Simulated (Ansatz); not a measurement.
A made-up structure of CH5GeO (charge +1), closed shell:

```json
{"atom": "C1", "x (Å)": "-0.2815", "y (Å)": "0.6487", "z (Å)": "0.8329"}
{"atom": "O2", "x (Å)": "-0.5978", "y (Å)": "0.4076", "z (Å)": "-0.5961"}
{"atom": "Ge3", "x (Å)": "0.5372", "y (Å)": "-0.9964", "z (Å)": "0.0278"}
{"atom": "H4", "x (Å)": "-1.5513", "y (Å)": "0.2612", "z (Å)": "-0.6970"}
{"atom": "H5", "x (Å)": "-0.2284", "y (Å)": "1.0821", "z (Å)": "-1.1874"}
{"atom": "H6", "x (Å)": "0.2727", "y (Å)": "1.5379", "z (Å)": "0.9935"}
{"atom": "H7", "x (Å)": "-0.0705", "y (Å)": "-2.1619", "z (Å)": "0.7852"}
{"atom": "H8", "x (Å)": "2.0358", "y (Å)": "-0.7660", "z (Å)": "-0.0627"}
```

It is relaxed with PBE-D4/def2-SVP and then PBE0-D4/def2-TZVP (Ansatz 0.2.0). Atoms count as bonded within 1.22 times the sum of their covalent radii (H–H: 0.88 Å). The end point is not checked to be a true minimum.

(1) Does its bonding change? (A judgement: the text doesn't fix the answer.)

Results:

(1) By the calculation: Yes. Formed: none; broken: O2–Ge3.

Where it ends: The first stage lowers the energy by 4.81 eV in 18 steps. It ends as CH₅GeO ([OH2][CH][GeH2]), total charge +1:
```
8
angstrom
C -0.2299 0.2956 0.4126
O -0.4606 0.9350 -0.8984
Ge 0.7288 -1.2080 0.4772
H -1.3961 0.9576 -1.1686
H -0.0592 1.8184 -0.9840
H -0.6988 0.8535 1.2107
H 0.9397 -1.8283 1.8422
H 1.2923 -1.8106 -0.7955
```

Labels in which every atom is bracketed show which atoms are joined, not bond orders.

For scale, one of the runs: PBE0-D4/def2-TZVP relaxation, 140 basis functions, launched by `ansatz run in.yaml --threads 2 --pin off --events-out ev --progress --plain --max-ram 4352MiB`. Hardware: 2 CPU threads of an Arm Neoverse V2, shared host. Wall time about 15 s.
